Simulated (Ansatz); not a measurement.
Geometry optimisation, DFT r2SCAN-D3(BJ), scalar-relativistic, plane waves, PAW (Ansatz 0.2.0).

The input (input.yaml):

```yaml
accuracy: low
crystal:
  lattice:
    - [5.4, 0.0, 0.0]
    - [2.7, 4.676537, 0.0]
    - [0.0, 0.0, 17.2768]
  atoms:
    - { symbol: Ru, position: [0.0, 0.0, 0.0578811] }
    - { symbol: Ru, position: [0.5, 0.0, 0.0578811] }
    - { symbol: Ru, position: [0.0, 0.5, 0.0578811] }
    - { symbol: Ru, position: [0.5, 0.5, 0.0578811] }
    - { symbol: Ru, position: [-0.1666667, 0.3333333, 0.181654] }
    - { symbol: Ru, position: [0.3333333, 0.3333333, 0.181654] }
    - { symbol: Ru, position: [-0.1666667, 0.8333333, 0.181654] }
    - { symbol: Ru, position: [0.3333333, 0.8333333, 0.181654] }
    - { symbol: Ru, position: [0.0, 0.0, 0.3054269] }
    - { symbol: Ru, position: [0.5, 0.0, 0.3054269] }
    - { symbol: Ru, position: [0.0, 0.5, 0.3054269] }
    - { symbol: Ru, position: [0.5, 0.5, 0.3054269] }
    - { symbol: C, position: [0.3459013, 0.8167298, 0.4698092] }
    - { symbol: H, position: [0.5465784, 0.6377875, 0.448972] }
    - { symbol: H, position: [0.3230156, 1.0180255, 0.448972] }
    - { symbol: H, position: [0.1661615, 0.7961139, 0.448972] }
    - { symbol: H, position: [0.3459013, 0.8167298, 0.5328996] }
basis:
  ecutwfc: 500.0
kpoints:
  mp_grid: { grid: [2, 2, 1] }
hamiltonian:
  xc: r2scan
  dispersion: d3bj
scf:
  occupations: { method: fermi_dirac, width: 0.05 }
  lower_state_search: "off"
relax:
  f_tol: 0.08
  max_steps: 25
  adjacent_minimum: "off"
  constraints: [{ sites: [0, 1, 2, 3] }]
output:
  write_density: true
  write_potential: true
  elf: true
  volumetric_format: npy
```

Run as:

```bash
$ ansatz run input.yaml --threads 4 --pin off --max-ram 10240MiB --backend cpu --events-out ev --progress --plain --runs-dir out
```

Task: Where does it end, and by what steps?

Result: The forces met the threshold. Limits of this set-up: coarse k mesh, thin slab, slab without dipole correction, low accuracy level. After 9 steps the energy has fallen by 0.767 eV; H15 moved furthest, 0.46 Å.

| step | energy less start (eV) | largest force component (eV/Å) | accepted |
| --- | --- | --- | --- |
| 0 | 0.0000 | 1.297 | yes |
| 1 | -0.6433 | 0.392 | yes |
| 2 | -0.7129 | 0.107 | yes |
| 3 | -0.7272 | 0.309 | yes |
| 4 | -0.7338 | 0.664 | yes |
| 5 | -0.7513 | 0.229 | yes |
| 6 | -0.6719 | 1.003 | no |
| 7 | -0.7628 | 0.144 | yes |
| 8 | -0.7614 | 0.257 | no |
| 9 | -0.7665 | 0.038 | yes |

```xyz
17
Lattice="5.4000 0.0000 0.0000 2.7000 4.6765 0.0000 0.0000 0.0000 17.2768" Properties=species:S:1:pos:R:3
Ru 0.000 0.000 1.000
Ru 2.700 0.000 1.000
Ru 1.350 2.338 1.000
Ru 4.050 2.338 1.000
Ru -0.003 1.555 3.008
Ru 2.702 1.556 3.012
Ru 1.349 3.898 3.023
Ru 4.052 3.897 3.024
Ru -0.016 0.058 5.060
Ru 2.722 0.054 5.064
Ru 1.338 2.287 5.039
Ru 4.060 2.277 5.048
C 4.071 3.804 8.556
H 4.591 2.925 8.177
H 4.580 4.701 8.203
H 3.047 3.804 8.183
H 4.067 3.788 9.645
```

Time of the run: 33 s on 4 threads of AMD EPYC 9R45 96-Core Processor (Zen 5), with other jobs on the host, peak memory 1.8 GiB.
